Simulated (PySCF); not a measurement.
An unknown shows these calculated signals:

¹H NMR (600 MHz, computed): δ 4.33 (m, 1H), 4.27 (m, 2H), 3.94 (m, 2H), 1.22 (t, 3H), 1.07 (m, 2H), 0.97 (q, 2H), 0.27 (br s, 2H).

¹³C{¹H} NMR (computed): δ 14.6 (CH2), 11.6 (CH3).

PySCF 2.14.0 with density-fitted response routines calculation with coordinates at the GFN2-xTB level and GIAO PBE0/pcSseg-1 shieldings; one conformer, no relativistic terms, isolated molecule, averaged over atoms made equivalent by symmetry, fast rotation or ring inversion.

Chemical shifts δ = σref − σ; ¹H and ¹³C against TMS, all at this level.

Question: Which of these does the molecule contain: a CH3CH2 unit, an aldehyde, an NH or NH2 group, a Si–H bond, an N-methyl group, an OH group?

Answer: 
- A CH3CH2 unit: yes (δC 11.6, 14.6; δH 1.22 (t), 0.97 (q)).
- An aldehyde: no.
- An NH or NH2 group: yes (δH 0.27 (br s)).
- A Si–H bond: yes (δH 3.94 (m), 4.27 (m)).
- An N-methyl group: no.
- An OH group: no.

The data belong to `CC[Si@]1(N)[SiH2][Si@H](P)[SiH2]1`, C₂H₁₄NPSi₄; they needn't prove each group on their own.

Carbon signals by region: 2 below 50 ppm.

OH and NH positions are those of a molecule without intermolecular hydrogen bonds; in solution they move with solvent, concentration and temperature, and exchange usually removes their couplings. Splittings by ³¹P in the carbon and heteronuclear signals aren't shown, as no couplings were computed. Shifts are as computed. Against solution values, carbons near 30 ppm lie about +3 ppm off and those near 130 ppm about +5 ppm. Of 1309 compounds with measured shifts, 239 miss one by over three times the rms of a fit or turn the order of signals round; such compounds aren't used in these exercises. No couplings were computed; multiplicities are counted from neighbouring protons, with m where these are inequivalent, close in shift, in a saturated or five-membered ring or joined by F or P, and br s for small geminal =CH2 splittings.
